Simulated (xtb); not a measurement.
C2H2Cl, doublet, geometry from GFN2-xTB; GFN1-xTB run with xtb.

Input for xtb:
```
$ xtb mol.xyz --gfn 1 --uhf 1 --json

# file mol.xyz
5

C      0.10210539     0.67520826     0.00485216
C      1.34731481     1.04507097     0.01187153
Cl    -0.73486159    -0.75123729    -0.00767688
H      2.19266263     0.35806744     0.01041576
H      1.60346329     2.09129104     0.01974902
```

Output, abridged:

```
   ID    Z sym.   atoms
    1    6 C      1, 2
    2   17 Cl     3
    3    1 H      4, 5

           -------------------------------------------------
          |                Calculation Setup                |
           -------------------------------------------------

           -------------------------------------------------
          |                 G F N 1 - x T B                 |
           -------------------------------------------------

          ...................................................
          :                      SETUP                      :
          :.................................................:
          :  # basis functions                  22          :
          :  # atomic orbitals                  21          :
          :  # shells                           11          :
          :  # electrons                        17          :
          :  # halogen bonds                     0          :
          :  max. iterations                   250          :
          :  Hamiltonian                  GFN1-xTB          :
          :  restarted?                      false          :
          :  GBSA solvation                  false          :
          :  PC potential                    false          :
          :  electronic temp.          300.0000000     K    :
          :  accuracy                    1.0000000          :
          :  -> integral cutoff          0.2500000E+02      :
          :  -> integral neglect         0.1000000E-07      :
          :  -> SCF convergence          0.1000000E-05 Eh   :
          :  -> wf. convergence          0.2000000E-04 e    :
          :  Broyden damping             0.4000000          :
          :  net charge                          0          :
          :  unpaired electrons                  1          :
          ...................................................

 iter      E             dE          RMSdq      gap      omega  full diag
   1     -9.5262251 -0.952623E+01  0.844E+00    3.10       0.0  T
   2     -9.5379577 -0.117326E-01  0.500E+00    3.32       1.0  T
   3     -9.5370379  0.919770E-03  0.128E+00    3.14       1.0  T
   4     -9.5390208 -0.198288E-02  0.163E-01    3.23       1.0  T
   5     -9.5390461 -0.253047E-04  0.166E-02    3.23       2.7  T
   6     -9.5390465 -0.420965E-06  0.347E-03    3.24      12.9  T
   7     -9.5390465 -0.238935E-07  0.395E-04    3.24     113.3  T
   8     -9.5390465 -0.100149E-09  0.674E-05    3.24     663.7  T
   9     -9.5390465 -0.470912E-11  0.102E-05    3.24    4382.3  T

   *** convergence criteria satisfied after 9 iterations ***

         :::::::::::::::::::::::::::::::::::::::::::::::::::::
         ::                     SUMMARY                     ::
         :::::::::::::::::::::::::::::::::::::::::::::::::::::
         :: total energy              -9.432978141231 Eh    ::
         :: gradient norm              0.006730745925 Eh/a0 ::
         :: HOMO-LUMO gap              3.235889171614 eV    ::
         ::.................................................::
         :: SCC energy                -9.539046528624 Eh    ::
         :: -> electrostatic           0.000509338350 Eh    ::
         :: repulsion energy           0.107222615179 Eh    ::
         :: dispersion energy         -0.001154227786 Eh    ::
         :: halogen bond corr.         0.000000000000 Eh    ::
         :: add. restraining           0.000000000000 Eh    ::
         :: total charge               0.000000000000 e     ::
         :::::::::::::::::::::::::::::::::::::::::::::::::::::

           -------------------------------------------------
          |                Property Printout                |
           -------------------------------------------------

    * Orbital Energies and Occupations

         #    Occupation            Energy/Eh            Energy/eV
      -------------------------------------------------------------
         1        2.0000           -0.9210618             -25.0634
         2        2.0000           -0.6435925             -17.5130
         3        2.0000           -0.5883304             -16.0093
         4        2.0000           -0.5467644             -14.8782
         5        2.0000           -0.5283084             -14.3760
         6        2.0000           -0.5071545             -13.8004
         7        2.0000           -0.4816201             -13.1055
         8        2.0000           -0.4267925             -11.6136
         9        1.0000           -0.3531976              -9.6110 (HOMO)
        10                         -0.2342809              -6.3751 (LUMO)
        11                         -0.1626270              -4.4253
        12                         -0.1132880              -3.0827
        13                         -0.0660250              -1.7966
        14                         -0.0494693              -1.3461
        15                         -0.0491838              -1.3384
        16                         -0.0247676              -0.6740
        17                         -0.0039618              -0.1078
        18                          0.2508099               6.8249
        19                          0.3224436               8.7741
        20                          0.4277808              11.6405
        21                          0.6990090              19.0210
      -------------------------------------------------------------
                  HL-Gap            0.1189167 Eh            3.2359 eV
             Fermi-level           -0.3418672 Eh           -9.3027 eV

  Mulliken/CM5 charges         n(s)   n(p)   n(d)
     1C     0.02892  0.02059   1.170  2.801  0.000
     2C    -0.11252 -0.20972   1.034  3.079  0.000
     3Cl   -0.01427 -0.01472   1.934  5.059  0.021
     4H     0.05382  0.10604   0.946  0.000  0.000
     5H     0.04405  0.09781   0.956  0.000  0.000

Wiberg/Mayer (AO) data.
largest (>0.10) Wiberg bond orders for each atom

 ---------------------------------------------------------------------------
     #   Z sym  total        # sym  WBO       # sym  WBO       # sym  WBO
 ---------------------------------------------------------------------------
     1   6 C    3.359 --     2 C    2.004     3 Cl   1.276
     2   6 C    3.984 --     1 C    2.004     5 H    0.954     4 H    0.923
                             3 Cl   0.103
     3  17 Cl   1.422 --     1 C    1.276     2 C    0.103
     4   1 H    0.997 --     2 C    0.923
     5   1 H    1.018 --     2 C    0.954
 ---------------------------------------------------------------------------

Topologies differ in total number of bonds
Writing topology from bond orders to xtbtopo.mol

 dipole moment from electron density (au)
     X       Y       Z
   0.2791  -0.0195   0.0009  total (Debye):    0.711

           -------------------------------------------------
          | TOTAL ENERGY               -9.432978141231 Eh   |
          | GRADIENT NORM               0.006730745925 Eh/α |
          | HOMO-LUMO GAP               3.235889171614 eV   |
           -------------------------------------------------

normal termination of xtb
```
